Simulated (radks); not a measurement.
Problem. These are the eigenvalues of the occupied orbitals of an atom or ion with whole-number occupations (hartree). All-electron calculation, scalar-relativistic Kohn-Sham, PBE, spin-unpolarised, spherical densities, point nucleus. Program: a radial shooting solver on a logarithmic mesh with Libxc functionals.

| orbital | eigenvalue |
|---|---|
| 1s | -2882.590 |
| 2s | -506.3855 |
| 2p | -438.7889 |
| 3s | -118.9464 |
| 3p | -99.26524 |
| 3d | -77.94411 |
| 4s | -25.56010 |
| 4p | -19.10726 |
| 4d | -11.27592 |
| 5s | -3.74179 |
| 4f | -2.57529 |
| 5p | -2.05865 |
| 5d | -0.22569 |
| 6s | -0.20798 |

Which element is it, and in what charge state? The configuration may be excited.

Solution. Z = 78, platinum, charge 0: Pt in [Xe] 4f14 5d9 6s1. The list shows which subshells hold electrons but not how many an open one holds; the 1s level, -2882.6 hartree, gives Z - s = 75.9 by -(Z - s)^2/2, which with screening and relativity narrows Z to a few neighbours, and the depths of the outer levels then fix element, charge and occupations together.
